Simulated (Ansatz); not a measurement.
The inner images of a band of ClGaH$_{3}$N (6 atoms, charge 0, multiplicity 1) are given out of order.

All numbers below come from Ansatz 0.2.0, RKS CAM-B3LYP/def2-SVPD.

First end point:

```xyz
6
Properties=species:S:1:pos:R:3
Ga 0.105 -0.077 0.333
H 0.083 -0.514 1.808
Cl 1.974 0.523 -0.584
N -1.302 0.005 -0.786
H -2.250 -0.237 -0.532
H -1.225 0.300 -1.750
```

Last end point:

```xyz
6
Properties=species:S:1:pos:R:3
Ga -0.398 -0.009 -0.217
H 1.887 0.055 0.954
Cl 3.053 0.093 1.544
N -2.041 -0.039 -1.084
H -2.918 -0.312 -0.651
H -2.198 0.212 -2.056
```

Q: Put them in order from the first end to the last, with their energies above the first end.
A.
```xyz
6
Properties=species:S:1:pos:R:3
Ga -0.787 -0.279 0.461
H 1.689 -0.023 1.098
Cl 2.929 0.285 0.839
N -1.921 -0.047 -0.992
H -2.919 -0.232 -1.022
H -1.606 0.296 -1.894
```
B.
```xyz
6
Properties=species:S:1:pos:R:3
Ga -0.032 -0.118 0.367
H 0.477 -0.454 1.761
Cl 1.929 0.466 -0.422
N -1.408 -0.005 -0.793
H -2.397 -0.207 -0.699
H -1.183 0.319 -1.725
```
C.
```xyz
6
Properties=species:S:1:pos:R:3
Ga -0.802 -0.503 0.749
H 1.409 -0.132 1.077
Cl 2.180 0.424 0.166
N -1.615 -0.023 -0.844
H -2.603 -0.180 -1.008
H -1.183 0.414 -1.651
```
D.
```xyz
6
Properties=species:S:1:pos:R:3
Ga -0.446 -0.300 0.598
H 1.032 -0.242 1.262
Cl 2.017 0.399 -0.013
N -1.521 -0.014 -0.821
H -2.515 -0.204 -0.838
H -1.181 0.360 -1.699
```
E.
```xyz
6
Properties=species:S:1:pos:R:3
Ga -0.923 -0.469 0.666
H 1.624 -0.073 1.119
Cl 2.629 0.419 0.459
N -1.803 -0.043 -0.916
H -2.788 -0.200 -1.108
H -1.354 0.366 -1.730
```
F.
```xyz
6
Properties=species:S:1:pos:R:3
Ga -0.216 -0.188 0.451
H 0.806 -0.356 1.544
Cl 1.951 0.426 -0.211
N -1.490 -0.015 -0.802
H -2.485 -0.202 -0.789
H -1.181 0.335 -1.703
```
G.
```xyz
6
Properties=species:S:1:pos:R:3
Ga -0.592 -0.166 0.147
H 1.792 0.004 1.044
Cl 3.073 0.195 1.215
N -2.006 -0.039 -1.048
H -2.974 -0.284 -0.865
H -1.907 0.291 -2.003
```

A: B (+29.2 kJ/mol), F (+135.5 kJ/mol), D (+230.0 kJ/mol), C (+162.0 kJ/mol), E (+153.0 kJ/mol), A (+149.5 kJ/mol), G (+146.1 kJ/mol).

The run took 3.3 min on 4 threads of Intel(R) Xeon(R) 6975P-C (Granite Rapids) (shared host), peak memory 0.33 GiB.
